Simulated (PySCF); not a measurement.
SiF2I2, SMILES F[Si](F)(I)I.

Geometry: B3LYP-D3(BJ)/def2-SVP. The def2 effective core potentials stand for the cores of I; spin–orbit coupling is left out.

These are PBE/def2-TZVP (PySCF) values and carry that method's errors.

Isolated molecule, no solvent.

```yaml
total_energy: -1084.55638 hartree
point_group: C2v
highest_occupied_level: -6.97 eV
lowest_empty_level: -2.69 eV
orbital_gap: 4.28 eV
dipole_moment: 1.29 D
quadrupole, principal values (traceless, Buckingham form, about the centre of nuclear charge): -4.20, -2.84, 7.04 D·Å
mean_static_polarisability: 87.2 bohr³ (12.92 Å³)
polarisability_principal_values: 64.6, 76.1, 120.8 bohr³
```
